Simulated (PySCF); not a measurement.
Two-component Hartree-Fock for Hg²⁺ (mercury, charge +2)

Start: [Xe] 4f14 5d10. Calculated with PySCF 2.14 in x2c-QZVPPall-2c: generalised Hartree-Fock with the X2C-1e Hamiltonian and a Gaussian nucleus; one run each with spin-orbit coupling (SO) switched off, then screened by Boettger's factors.

```tsv
spinor shell	electrons	ε, spin-free (eV)	ε, screened SO (eV)	weight of nominal j (screened SO)	rms radius, screened SO (bohr)
1s1/2	2	-83591.1	-83557.9	1.000	0.0187
2s1/2	2	-14985.5	-14975.1	1.000	0.0755
2p1/2	2	-12939.2	-14345.1	1.000	0.0639
2p3/2	4	-12939.2	-12391.4	1.000	0.0720
3s1/2	2	-3640.6	-3637.4	1.000	0.193
3p1/2	2	-3040.0	-3354.5	1.000	0.184
3p3/2	4	-3040.0	-2915.2	1.000	0.201
3d3/2	4	-2397.4	-2452.5	1.000	0.176
3d5/2	6	-2397.4	-2358.6	1.000	0.180
4s1/2	2	-852.85	-851.91	1.000	0.424
4p1/2	2	-652.59	-729.54	1.000	0.429
4p3/2	4	-652.59	-621.96	1.000	0.463
4d3/2	4	-409.63	-421.70	1.000	0.475
4d5/2	6	-409.63	-401.05	1.000	0.486
5s1/2	2	-157.58	-157.46	1.000	0.972
4f5/2	6	-138.50	-140.68	1.000	0.523
4f7/2	8	-138.50	-136.26	1.000	0.529
5p1/2	2	-101.61	-115.29	1.000	1.05
5p3/2	4	-101.61	-96.287	1.000	1.14
5d3/2	4	-35.264	-36.565	1.000	1.50
5d5/2	6	-35.264	-34.403	1.000	1.57
```

| quantity | spin-free | screened SO |
| --- | --- | --- |
| E (hartree) | -19606.90929 | -19639.10883 |
| M_J | 0 | 0 |
| ⟨J²⟩ | 0.000 | 0.000 |
| ⟨L²⟩ | 0.000 | 0.186 |
| ⟨S²⟩ | 0.000 | 0.186 |

Breit and QED terms are absent; they matter most for the inner s and p1/2 levels.

Densities and radii are taken from the X2C orbitals without a picture-change correction, which distorts them close to the nucleus.

Without spin-orbit coupling the j labels of p, d and f shells carry no meaning; the spin-free column gives the mean over the occupied spinors of each nl shell.
